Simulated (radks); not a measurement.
Question: Species: Se2+. Configuration: [Ar] 3d10 4s2 4p2. Method: Dirac Kohn-Sham, BLYP, spin-unpolarised, spherical densities, point nucleus; open shells fill j = l - 1/2 first; computed with a radial shooting solver on a logarithmic mesh with Libxc functionals. Some entries of the table are withheld. Estimate them.

orbital,occ.,eigenvalue (eV),<1/r> (bohr^-1)
1s1/2,2,-12526.88,34.56
2s1/2,2,-1629.380,(1)
2p1/2,2,(2),7.652
2p3/2,4,(3),7.415
3s1/2,2,-235.5968,2.500
3p1/2,2,-179.1769,2.380
3p3/2,4,-173.2893,2.323
3d3/2,4,-75.9840,2.044
3d5/2,6,-75.0855,2.029
4s1/2,2,-37.4434,0.7842
4p1/2,2,-25.6258,0.6638
4p3/2,0,-25.1084,0.6519
5s1/2,0,-11.5436,0.3181
4d3/2,0,-10.7907,0.4002
4d5/2,0,-10.7566,0.3988

Answer: 
(1) 2s1/2 <1/r> (bohr^-1): 7.684
(2) 2p1/2 eigenvalue (eV): -1464.351
(3) 2p3/2 eigenvalue (eV): -1422.552
